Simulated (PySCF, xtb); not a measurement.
Cr(OH)3 (CrH3O3), SMILES [Cr]([OH])([OH])[OH] (connectivity only; charge and spin as stated), neutral, multiplicity 4. The values are those of a single conformer.

Harmonic wavenumbers (cm⁻¹) from GFN2-xTB run with xtb at its own minimum, in rising order: 159, 161, 227, 452, 472, 489, 511, 518, 532, 566, 603, 606, 3566, 3578, 3578.

### Question
What does PBE-D3(BJ)/def2-SVP (PySCF) give at its own minimum? (An estimate is asked for; the answer gives what the named calculation found.)

### Answer
152, 195, 200, 321, 352, 398, 648, 660, 661, 680, 750, 753, 3660, 3667, 3671. Paired by order, the mean absolute difference is 100 cm⁻¹ and the zero-point energies are 22.9 and 24.0 kcal/mol.
